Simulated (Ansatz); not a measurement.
Ansatz (a program for electronic structure) input:

Ansatz 0.2 input:
```yaml
crystal:
  periodic: [false, false, false]
  atoms:
    - {symbol: Pb, position_ang: [-0.00000000, -0.00000000, -1.05929191]}
    - {symbol: I, position_ang: [0.00000000, 0.00000000, 1.63890446]}
basis:
  gaussian:
    orbitals: def2-TZVPD
hamiltonian:
  xc: {name: PBE0}
total_charge: 1
output: {forces: true}
```

### Question
Which total energy does the run end on?

### Answer
-490.39544 Eh (PBE0/def2-TZVPD). The basis has 115 functions.
